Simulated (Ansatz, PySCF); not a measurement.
Gas-phase reaction (SMILES): F[Si](Br)(Br)Br [tribromo(fluoro)silane] + O (H2O) -> O[Si](Br)(Br)Br [tribromo(hydroxy)silane] + F (HF); water cleaves one Si-F bond, a model of a ligand-exchange step.

Each molecule is optimised on its own at B3LYP-D3(BJ)/def2-TZVP (Ansatz, a quantum-chemistry and plane-wave program), one conformer each, not searched for the lowest. Cores are frozen in the correlated levels unless marked. No spin-orbit coupling. Frozen are the shells of the preceding noble gas and the d and f shells that filled before the atom's block. Non-relativistic. Basis-set limits of correlation are two-point, X^-3; Hartree-Fock from the larger set. [CCSD(T)-MP2]/basis is that difference in the basis named. Thermal terms are rigid-rotor harmonic-oscillator values from B3LYP-D3(BJ) frequencies (Ansatz or PySCF) at 298.15 K and 1 atm. 1 Eh = 627.5095 kcal/mol.

```
species          E, RI-MP2/CBS(def2-TZVPPD,def2-QZVPPD)+[CCSD(T)-MP2]/def2-TZVPPD (Ansatz) (Eh)  E, wB97M-V/def2-TZVPD (Ansatz) (Eh)  H - E (Eh)
---------------  ------------------------------------------------------------------------------  -----------------------------------  ----------
F[Si](Br)(Br)Br                                                                     -8107.12452                          -8111.61498     0.01475
O (H2O)                                                                               -76.37797                            -76.43347     0.02495
O[Si](Br)(Br)Br                                                                     -8083.09662                          -8087.57413     0.02646
F (HF)                                                                               -100.39405                           -100.46200     0.01259
```

Work out ΔE and ΔH at 298.15 K at the first level, then ΔH at the second.


1. ΔE = [(-8083.09662) + (-100.39405)] - [(-8107.12452) + (-76.37797)] = 0.01182 Eh = 7.4 kcal/mol at RI-MP2/CBS(def2-TZVPPD,def2-QZVPPD)+[CCSD(T)-MP2]/def2-TZVPPD.
2. The terms H - E add up to -0.00065 Eh, so ΔH = (0.01182 + (-0.00065))×627.5095 = 7.0 kcal/mol.
3. At wB97M-V/def2-TZVPD the same steps give ΔE = 7.7 and ΔH = 7.3 kcal/mol, a shift of +0.3 from the first level.
4. These values are not checked against measurement here, since the tables used lack a sound gas-phase enthalpy of formation for at least one species.
